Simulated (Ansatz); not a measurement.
Consider the redistribution: `F[SiH2][SiH](F)F` + `[CH3][AlH][O][SiH3]` → `[CH3][AlH][SiH2]F` + `F[SiH](F)O[SiH3]`.

Isolated molecules relaxed with PBE0-D4/def2-TZVP in Ansatz; ΔE leaves out vibrations. CCSD(T)/CBS is the MP2 limit (def2-TZVPP, def2-QZVPP) plus CCSD(T) − MP2 in def2-TZVPP, frozen cores. Functionals use def2-TZVPP. B3LYP here is the variant with VWN-RPA as its local correlation; programs differ in this. Each species was taken in one conformer, which may not be the lowest.

CCSD(T)/CBS gives +7.3 kJ/mol.

Q: Another level gave +13.3 kJ/mol. Which?
A. BLYP-D4/def2-TZVPP
B. r2SCAN0/def2-TZVPP
C. B3LYP/def2-TZVPP
D. HF/def2-TZVPP

A: C. B3LYP 13.3, r2SCAN0 7.1, BLYP-D4 17.4, HF/def2-TZVPP 2.2 kJ/mol.

Largest T1 diagnostic among the species: 0.012.

In def2-TZVPP, CCSD(T) changes the Hartree–Fock value by +4.7 kJ/mol (the triples alone add +1.0 kJ/mol) and MP2 by +8.3 kJ/mol. From BLYP to BHLYP (50 % exact exchange), in def2-TZVPP and without D4, ΔE moves by −9.4 kJ/mol. Leaving LDA and LC-ωPBE aside and taking each functional with its dispersion term where it has one, the values, not all of them listed here, spread over 10.9 kJ/mol, from PBE-QIDH to BLYP-D4. LDA lies −4.8 kJ/mol from PBE without D4.
